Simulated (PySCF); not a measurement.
## Electric field gradients and quadrupole coupling constants

Compound: C₅H₁₀F₂O₂.
Z-matrix (Å and degrees, PBE0-D3(BJ)/def2-SVP geometry), rows numbered from 1:
```
C 
C   1  1.5146
O   2  1.4156  1  112.93
C   3  1.3676  2  116.43  1   -95.98
C   4  1.5066  3  109.18  2  -173.44
O   4  1.4321  3  109.01  2    66.12
C   6  1.3445  4  117.32  3  -143.47
F   7  1.3549  6  111.18  4   -82.57
F   7  1.3352  6  107.94  4   159.83
H   1  1.1011  2  110.12  3  -174.45
H   1  1.1000  2  110.11  3   -55.24
H   1  1.0980  2  111.35  3    64.71
H   2  1.1074  1  110.82  3  -123.55
H   2  1.1018  1  110.18  3   118.32
H   4  1.1146  3  110.57  2   -50.88
H   5  1.0988  4  108.96  3   -59.83
H   5  1.0984  4  110.03  3    59.63
H   5  1.0978  4  110.20  3  -179.33
H   7  1.1084  6  113.21  4    38.35
```

Field gradients from the PBE0/pcSseg-1 density (PySCF, non-relativistic), principal values in atomic units, ordered |Vxx| ≤ |Vyy| ≤ |Vzz|:

```json
{"atom": "O3", "Vxx": "-0.1655", "Vyy": "-1.7946", "Vzz": "1.9601"}
{"atom": "O6", "Vxx": "-0.1296", "Vyy": "-1.7047", "Vzz": "1.8342"}
```

Q: Find the asymmetry η = (Vxx − Vyy)/Vzz and the couplings χ = eQV/h (234.96 MHz × Q in barn × V in au), with Q(17O) = −0.0256 b.

A: 
| atom | environment | nucleus | η | χzz (MHz) | χxx (MHz) | χyy (MHz) |
| --- | --- | --- | --- | --- | --- | --- |
| O3 | ether oxygen | 17O | 0.83 | -11.79 | 1.00 | 10.79 |
| O6 | ether oxygen | 17O | 0.86 | -11.03 | 0.78 | 10.25 |

The tensor is traceless: Vxx + Vyy + Vzz = 0.

Q: What is Vzz at O3 in SI units (1 au = 9.71736 × 10²¹ V/m²)?

A: 1.9601 au = 19.047 × 10²¹ V/m².

Were the hydrogens deuterons (Q(2H) = 0.00286 b), χzz would run from 167 kHz (H15) to 197 kHz (H17).

The structure is a single PBE0-D3(BJ)/def2-SVP conformer in the gas phase; no vibrational or solvent corrections. A larger basis could move these couplings by a tenth or more.

These values come from a run that also computed NMR shieldings. Time: 38 s wall. Hardware: x86-64 server, one thread, no GPU (shared host).
